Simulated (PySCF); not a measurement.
**Where the electron goes**

Species: C₄H₇FO₂Si.
Numbering: `[O:1]=[C:2]1[CH2:3][O:4][C@@H:5]([CH2:6][F:7])[SiH2:8]1` (hydrogens: H9, H10 on C3; H11 on C5; H12, H13 on C6; H14, H15 on Si8)

Method used: TDDFT CAM-B3LYP/def2-SVPD, vertical, gas phase, core orbitals frozen in the response in PySCF 2.14.0, density-fitted response routines. Isolated species at its GFN2-xTB geometry (one conformer only).

Frontier orbitals with the atoms that hold most of them (Löwdin shares over 4%, at most four atoms; ? is withheld):

```json
{"orbital": "LUMO+2", "ε (eV)": "1.16", "atoms": "Si8 32%, H15 10%, H14 8%, C2 8%"}
{"orbital": "LUMO+1", "ε (eV)": "0.82", "atoms": "Si8 32%, H14 9%, H15 9%, C5 8%"}
{"orbital": "LUMO", "ε (eV)": "-0.32", "atoms": "C2 36%, O1 30%, Si8 12%, C3 8%"}
{"orbital": "HOMO", "ε (eV)": "?", "atoms": "?"}
{"orbital": "HOMO-1", "ε (eV)": "-9.64", "atoms": "?"}
{"orbital": "HOMO-2", "ε (eV)": "-10.65", "atoms": "O4 30%, C5 19%, Si8 13%, C3 6%"}
{"orbital": "HOMO-3", "ε (eV)": "-11.60", "atoms": "Si8 25%, H15 16%, H14 16%, O1 11%"}
```

Task: Which atoms hold the HOMO-1, and with what shares?

Result: O4 (bonded to 2 C) 42%; O1 (bonded to C) 9%; C5 (bonded to C, O, Si and H) 8%; C3 (bonded to C, O and 2 H) 8%. By element: oxygen 51%, carbon 17% or more.

Task: Which atoms hold the HOMO, and with what shares?

Result: O1 (bonded to C) 39%; C2 (bonded to C, O and Si) 15%; Si8 (bonded to 2 C and 2 H) 13%; O4 (bonded to 2 C) 10%. By element: oxygen 49%, carbon 15% or more, silicon 13%.

Task: What is the HOMO energy, and the HOMO–LUMO gap?

Result: ε(HOMO) = -8.11 eV; the gap is 7.79 eV (0.2864 hartree).

Task: The HOMO–LUMO gap is 7.79 eV. Where does the response calculation put the lowest singlet, and from which orbitals?

Result: S1 is at 3.25 eV (f = 0.0006), 4.54 eV below the gap, made of HOMO→LUMO (93%). 

Task: One configuration dominates each of S1, S2 and S6. Which, and how do the shares of the two leading atoms of either orbital change from the occupied to the empty one?

Result: 
- S1 (3.25 eV, f 0.0006), HOMO→LUMO (93%): O1 39% → 30%, C2 15% → 36%
- S2 (5.85 eV, f 0.0053), HOMO-1→LUMO (92%): O4 42% → at most 9%, O1 9% → 30%, C2 at most 9% → 36%
- S6 (7.01 eV, f 0.029), HOMO-2→LUMO (84%): O4 30% → at most 9%, C5 19% → at most 9%, C2 at most 7% → 36%, O1 at most 7% → 30%

Löwdin shares depend on the basis, the more so with diffuse functions.
